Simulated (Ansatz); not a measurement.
isobutene (C$_{4}$H$_{8}$), singlet, geometry from GFN2-xTB. Base run: B3LYP/3-21G in Ansatz (an electronic-structure program).

Ansatz was given this input:
Ansatz 0.2 input:
```yaml
crystal:
  periodic: [false, false, false]
  atoms:
    - {symbol: C, position_ang: [-0.00358310, -0.00726810, 1.44953113]}
    - {symbol: C, position_ang: [-0.00031404, -0.00063701, 0.12704302]}
    - {symbol: H, position_ang: [-0.00279626, 0.90390212, 2.02374365]}
    - {symbol: H, position_ang: [-0.00718605, -0.92415062, 2.01456675]}
    - {symbol: C, position_ang: [0.00471228, 1.26727735, -0.67219236]}
    - {symbol: H, position_ang: [0.00522655, 2.14004904, -0.02485143]}
    - {symbol: H, position_ang: [0.88583506, 1.30548006, -1.31233657]}
    - {symbol: H, position_ang: [-0.87305594, 1.30972549, -1.31666310]}
    - {symbol: C, position_ang: [-0.00135772, -1.26047284, -0.68488177]}
    - {symbol: H, position_ang: [-0.00505058, -2.13969210, -0.04633590]}
    - {symbol: H, position_ang: [-0.87930414, -1.29223249, -1.32972503]}
    - {symbol: H, position_ang: [0.87958687, -1.29647792, -1.32539850]}
basis:
  gaussian:
    orbitals: 3-21G.json
hamiltonian:
  xc: b3lyp
```
The basis file holds 3-21G in the JSON format of the Basis Set Exchange.

The base run was repeated with changes; each row names its change, and settings that it needs were set with it.

```
change                                                        ΔE vs base (eV)
------------------------------------------------------------  ---------------
base                                                                     0.00
occupation = up:A1:9 A2:1 B1:1 B2:5 down:A1:9 A2:1 B1:1 B2:5            20.16
symmetry_tolerance_ang = 0.01                                            0.00
occupation = up:A1:8 B1:2 B2:6 down:A1:8 B1:2 B2:6                      29.35
occupation = up:A1:8 A2:1 B1:3 B2:4 down:A1:8 A2:1 B1:3 B2:4            18.88
occupation = up:A1:8 A2:1 B1:2 B2:5 down:A1:8 A2:1 B1:2 B2:5             0.00
occupation = up:A1:7 A2:2 B1:2 B2:5 down:A1:7 A2:2 B1:2 B2:5            29.83
```
